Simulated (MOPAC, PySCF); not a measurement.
C$_{2}$H$_{6}$OSi, SMILES `C/C=[SiH]\O` (C–Si–O–H torsion 0°), neutral singlet in the gas phase. 

Z-matrix (Å, degrees):
```
C
H 1 1.0872
C 1 1.5034 2 116.44
H 3 1.0928 1 112.41 2 -179.92
H 3 1.0946 4 106.96 1 -122.85
H 3 1.0947 4 106.92 5 -114.23
Si 1 1.6968 2 113.89 3 -179.97
O 7 1.6418 1 127.47 2 -179.97
H 8 0.9614 7 118.39 1 -0.25
H 7 1.4654 8 107.72 9 179.80
```
Charge 0, multiplicity 1.

All levels are single points at this geometry (B3LYP-D3(BJ)/def2-TZVP); Pople sets use spherical d functions. Orbital energies aren't observables, and empty levels follow the basis.

HF/3-21G in PySCF gives gap (eV) = 11.37.

Question: Estimate the gap (eV) from each of these levels: B3LYP-D3(BJ)/def2-TZVP in PySCF; PBE-D3(BJ)/def2-TZVP in PySCF; B3LYP/3-21G in PySCF; B3LYP/6-311+G** in PySCF; B3LYP/6-31G* in PySCF; B3LYP/LANL2DZ in PySCF; BP86/6-31G* in PySCF; M06-2X/6-31G* in PySCF; SVWN5/6-31G* in PySCF; AM1 in MOPAC; PM3 in MOPAC; PM7 in MOPAC.

Answer: 
```csv
level,gap (eV)
B3LYP-D3(BJ)/def2-TZVP in PySCF,5.25
PBE-D3(BJ)/def2-TZVP in PySCF,3.81
B3LYP/3-21G in PySCF,5.49
B3LYP/6-311+G** in PySCF,4.88
B3LYP/6-31G* in PySCF,5.43
B3LYP/LANL2DZ in PySCF,5.41
BP86/6-31G* in PySCF,3.97
M06-2X/6-31G* in PySCF,7.66
SVWN5/6-31G* in PySCF,3.91
AM1 in MOPAC,8.19
PM3 in MOPAC,7.63
PM7 in MOPAC,8.26
```
